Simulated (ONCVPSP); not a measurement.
**phosphorus (P): excitation energies, all-electron against ONCV**

P, optimised norm-conserving Vanderbilt (ONCV), made with ONCVPSP 4.0.1 (PBE, scalar-relativistic). Core [He], reference 2s2 2p6 3s2 3p2 (charge +1). Waves: 2s+3s: rc 0.75 bohr, ncon 4, nbas 7, qcut 18.9 1/bohr, 2 projectors; 2p+3p: rc 0.95 bohr, ncon 4, nbas 9, qcut 13.3 1/bohr, 2 projectors; d scattering state at 0.08 Ha: rc 0.80 bohr, ncon 3, nbas 6, qcut 13.2 1/bohr, 2 projectors, debl 1.6 Ha. Local part: polynomial inside 0.60 bohr (lpopt 5, dvloc0 0 Ha). Core correction: Teter function fitted to the true core (icmod 2), fcfact 0.3.

Energies are relative to the spin-unpolarised reference configuration 2s2 2p6 3s2 3p2; without spin polarisation the order of configurations can differ from experiment.

```csv
valence configuration,charge,ΔE all-electron (eV),error AE − PS (meV)
2s2 2p6 3s2 3p3,0,-9.730,+0.5
2s2 2p6 3s1 3p3,+1,9.120,-0.2
```

(1) What are ΔE and the potential's error for 2s2 2p6 3s2 3p1?

(2) What are ΔE and the potential's error for 2s2 2p6 3s2 3p0?

Levels in the configuration 2s2 2p6 3s2 3p3:

```tsv
level	all-electron (eV)	pseudo (eV)
2s	-173.991	-174.000
2p	-124.493	-124.527
3s	-13.969	-13.968
3p	-5.507	-5.507
```

Answers

(1) ΔE = 19.147 eV all-electron; the error (AE − PS) is +1.0 meV.

(2) ΔE = 48.886 eV all-electron; the error (AE − PS) is +7.1 meV.
